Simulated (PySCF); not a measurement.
## Atomic charges against the basis set

Compound: C2H5ClOSi2.
Numbering: `[CH:1]#[C:2][Si@H:3]([Cl:4])[O:5][SiH3:6]` (hydrogens: H7 on C1; H8 on Si3; H9, H10, H11 on Si6)

PBE0 throughout (PySCF), one geometry, spherical d and f functions. One conformer (not necessarily the lowest) at the PBE0-D3(BJ)/def2-SVP geometry, without solvent, vibrations or thermal averaging. The first 7 of 9 kinds of atom are listed.

Mulliken charges (e):

```
        basis  functions      C1      C2     Si3     Cl4      O5     Si6      H7
       STO-3G         47  -0.123  -0.249  +0.898  -0.365  -0.514  +0.668  +0.122
        6-31G         76  -0.301  -0.243  +1.052  -0.283  -0.943  +0.861  +0.279
     pcSseg-0         76  -0.345  -0.463  +1.424  -0.393  -1.017  +0.803  +0.296
       6-31G*        106  -0.173  -0.174  +0.713  -0.268  -0.658  +0.593  +0.248
      cc-pVDZ        121  -0.126  -0.039  +0.623  -0.228  -0.502  +0.442  +0.032
     def2-SVP        121  -0.212  -0.058  +0.798  -0.266  -0.570  +0.576  +0.059
  aug-cc-pVDZ        195  +1.287  -0.756  +0.480  -0.397  -1.032  -0.253  -0.452
6-311+G(2d,p)        216  -0.276  -0.109  +0.905  -0.225  -0.913  +0.666  +0.168
    def2-TZVP        234  -0.175  -0.176  +0.568  -0.234  -0.385  +0.288  +0.190
      cc-pVTZ        262  -0.072  -0.223  +0.507  -0.220  -0.329  +0.271  +0.165
     IGLO-III        287  -0.209  -0.279  +1.165  -0.385  -0.657  +0.860  +0.165
     pcSseg-2        307  +0.032  -0.262  +0.850  -0.275  -0.711  +0.789  +0.070
```

IAO charges (e):

```json
{"basis": "STO-3G", "functions": "47", "C1": "-0.129", "C2": "-0.327", "Si3": "+0.980", "Cl4": "-0.304", "O5": "-0.689", "Si6": "+0.778", "H7": "+0.162"}
{"basis": "6-31G", "functions": "76", "C1": "-0.140", "C2": "-0.342", "Si3": "+1.006", "Cl4": "-0.297", "O5": "-0.792", "Si6": "+0.698", "H7": "+0.211"}
{"basis": "pcSseg-0", "functions": "76", "C1": "-0.129", "C2": "-0.353", "Si3": "+1.033", "Cl4": "-0.297", "O5": "-0.796", "Si6": "+0.694", "H7": "+0.202"}
{"basis": "6-31G*", "functions": "106", "C1": "-0.139", "C2": "-0.372", "Si3": "+1.144", "Cl4": "-0.318", "O5": "-0.853", "Si6": "+0.835", "H7": "+0.205"}
{"basis": "cc-pVDZ", "functions": "121", "C1": "-0.152", "C2": "-0.363", "Si3": "+1.137", "Cl4": "-0.313", "O5": "-0.847", "Si6": "+0.826", "H7": "+0.208"}
{"basis": "def2-SVP", "functions": "121", "C1": "-0.145", "C2": "-0.363", "Si3": "+1.145", "Cl4": "-0.308", "O5": "-0.848", "Si6": "+0.844", "H7": "+0.201"}
{"basis": "aug-cc-pVDZ", "functions": "195", "C1": "-0.160", "C2": "-0.362", "Si3": "+1.145", "Cl4": "-0.317", "O5": "-0.855", "Si6": "+0.827", "H7": "+0.212"}
{"basis": "6-311+G(2d,p)", "functions": "216", "C1": "-0.158", "C2": "-0.372", "Si3": "+1.174", "Cl4": "-0.319", "O5": "-0.873", "Si6": "+0.862", "H7": "+0.212"}
{"basis": "def2-TZVP", "functions": "234", "C1": "-0.158", "C2": "-0.375", "Si3": "+1.189", "Cl4": "-0.321", "O5": "-0.879", "Si6": "+0.873", "H7": "+0.212"}
{"basis": "cc-pVTZ", "functions": "262", "C1": "-0.158", "C2": "-0.372", "Si3": "+1.177", "Cl4": "-0.321", "O5": "-0.872", "Si6": "+0.858", "H7": "+0.212"}
{"basis": "IGLO-III", "functions": "287", "C1": "-0.161", "C2": "-0.373", "Si3": "+1.180", "Cl4": "-0.316", "O5": "-0.877", "Si6": "+0.870", "H7": "+0.213"}
{"basis": "pcSseg-2", "functions": "307", "C1": "-0.156", "C2": "-0.376", "Si3": "+1.185", "Cl4": "-0.321", "O5": "-0.877", "Si6": "+0.871", "H7": "+0.212"}
```

Hirshfeld charges (e):

| basis | functions | C1 | C2 | Si3 | Cl4 | O5 | Si6 | H7 |
| --- | --- | --- | --- | --- | --- | --- | --- | --- |
| STO-3G | 47 | -0.079 | -0.172 | +0.623 | -0.299 | -0.309 | +0.457 | +0.080 |
| 6-31G | 76 | -0.052 | -0.167 | +0.454 | -0.155 | -0.352 | +0.398 | +0.114 |
| pcSseg-0 | 76 | -0.056 | -0.173 | +0.468 | -0.155 | -0.331 | +0.416 | +0.109 |
| 6-31G* | 106 | -0.056 | -0.157 | +0.422 | -0.139 | -0.302 | +0.383 | +0.113 |
| cc-pVDZ | 121 | -0.062 | -0.161 | +0.427 | -0.126 | -0.289 | +0.386 | +0.107 |
| def2-SVP | 121 | -0.062 | -0.162 | +0.425 | -0.116 | -0.288 | +0.392 | +0.106 |
| aug-cc-pVDZ | 195 | -0.063 | -0.167 | +0.442 | -0.117 | -0.319 | +0.393 | +0.107 |
| 6-311+G(2d,p) | 216 | -0.062 | -0.167 | +0.434 | -0.114 | -0.317 | +0.397 | +0.108 |
| def2-TZVP | 234 | -0.062 | -0.163 | +0.429 | -0.114 | -0.306 | +0.389 | +0.107 |
| cc-pVTZ | 262 | -0.062 | -0.161 | +0.430 | -0.119 | -0.301 | +0.387 | +0.107 |
| IGLO-III | 287 | -0.068 | -0.166 | +0.427 | -0.105 | -0.305 | +0.385 | +0.106 |
| pcSseg-2 | 307 | -0.061 | -0.165 | +0.437 | -0.117 | -0.314 | +0.395 | +0.108 |

ESP-fitted charges (e):

```json
{"basis": "STO-3G", "functions": "47", "C1": "-0.209", "C2": "-0.195", "Si3": "+0.818", "Cl4": "-0.356", "O5": "-0.372", "Si6": "+0.496", "H7": "+0.195"}
{"basis": "6-31G", "functions": "76", "C1": "-0.245", "C2": "-0.188", "Si3": "+0.736", "Cl4": "-0.282", "O5": "-0.578", "Si6": "+0.661", "H7": "+0.281"}
{"basis": "pcSseg-0", "functions": "76", "C1": "-0.216", "C2": "-0.295", "Si3": "+0.946", "Cl4": "-0.322", "O5": "-0.627", "Si6": "+0.778", "H7": "+0.283"}
{"basis": "6-31G*", "functions": "106", "C1": "-0.331", "C2": "-0.045", "Si3": "+0.337", "Cl4": "-0.172", "O5": "-0.313", "Si6": "+0.473", "H7": "+0.305"}
{"basis": "cc-pVDZ", "functions": "121", "C1": "-0.356", "C2": "-0.004", "Si3": "+0.233", "Cl4": "-0.133", "O5": "-0.247", "Si6": "+0.391", "H7": "+0.306"}
{"basis": "def2-SVP", "functions": "121", "C1": "-0.341", "C2": "-0.033", "Si3": "+0.303", "Cl4": "-0.139", "O5": "-0.285", "Si6": "+0.466", "H7": "+0.301"}
{"basis": "aug-cc-pVDZ", "functions": "195", "C1": "-0.409", "C2": "+0.054", "Si3": "+0.164", "Cl4": "-0.119", "O5": "-0.216", "Si6": "+0.386", "H7": "+0.324"}
{"basis": "6-311+G(2d,p)", "functions": "216", "C1": "-0.422", "C2": "+0.065", "Si3": "+0.132", "Cl4": "-0.107", "O5": "-0.210", "Si6": "+0.380", "H7": "+0.333"}
{"basis": "def2-TZVP", "functions": "234", "C1": "-0.412", "C2": "+0.055", "Si3": "+0.150", "Cl4": "-0.108", "O5": "-0.203", "Si6": "+0.380", "H7": "+0.327"}
{"basis": "cc-pVTZ", "functions": "262", "C1": "-0.399", "C2": "+0.036", "Si3": "+0.184", "Cl4": "-0.117", "O5": "-0.215", "Si6": "+0.392", "H7": "+0.322"}
{"basis": "IGLO-III", "functions": "287", "C1": "-0.423", "C2": "+0.093", "Si3": "+0.036", "Cl4": "-0.078", "O5": "-0.166", "Si6": "+0.369", "H7": "+0.326"}
{"basis": "pcSseg-2", "functions": "307", "C1": "-0.383", "C2": "+0.002", "Si3": "+0.275", "Cl4": "-0.140", "O5": "-0.273", "Si6": "+0.452", "H7": "+0.320"}
```

Problem. Which scheme is steadiest as the basis changes?

Solution. Largest range over the bases for any column: Hirshfeld 0.20 e, IAO 0.21 e, ESP-fitted 0.91 e, Mulliken 1.63 e. Hirshfeld and IAO charges move least and Mulliken charges most, counted in e. Without the minimal STO-3G basis the ranges are Hirshfeld 0.06, IAO 0.18, ESP-fitted 0.91, Mulliken 1.63 e.

Problem. How much do the charges still move between the two largest bases, IGLO-III and pcSseg-2?

Solution. At most, over all atoms: Mulliken 0.316 e, IAO 0.005 e, Hirshfeld 0.012 e, ESP-fitted 0.239 e.

Problem. What do the same runs give for the total energy, the frontier levels and the dipole moment?

Solution. 
| basis | energy (Eh) | HOMO (eV) | LUMO (eV) | μ (D) |
| --- | --- | --- | --- | --- |
| STO-3G | -1179.4036 | -5.18 | 3.56 | 2.65 |
| 6-31G | -1192.9004 | -8.56 | -0.49 | 2.59 |
| pcSseg-0 | -1191.5437 | -8.80 | -0.63 | 2.54 |
| 6-31G* | -1193.0548 | -8.36 | -0.43 | 2.06 |
| cc-pVDZ | -1193.1148 | -8.44 | -0.49 | 1.74 |
| def2-SVP | -1192.6748 | -8.50 | -0.49 | 1.69 |
| aug-cc-pVDZ | -1193.1297 | -8.57 | -0.82 | 1.67 |
| 6-311+G(2d,p) | -1193.2011 | -8.59 | -0.85 | 1.66 |
| def2-TZVP | -1193.2261 | -8.57 | -0.75 | 1.61 |
| cc-pVTZ | -1193.2264 | -8.56 | -0.68 | 1.64 |
| IGLO-III | -1193.2186 | -8.54 | -0.75 | 1.49 |
| pcSseg-2 | -1193.2463 | -8.62 | -0.81 | 1.75 |

The dipole is fixed by the density alone, so its range of 1.16 D shows that the density itself changes with the basis, not only its division among atoms.
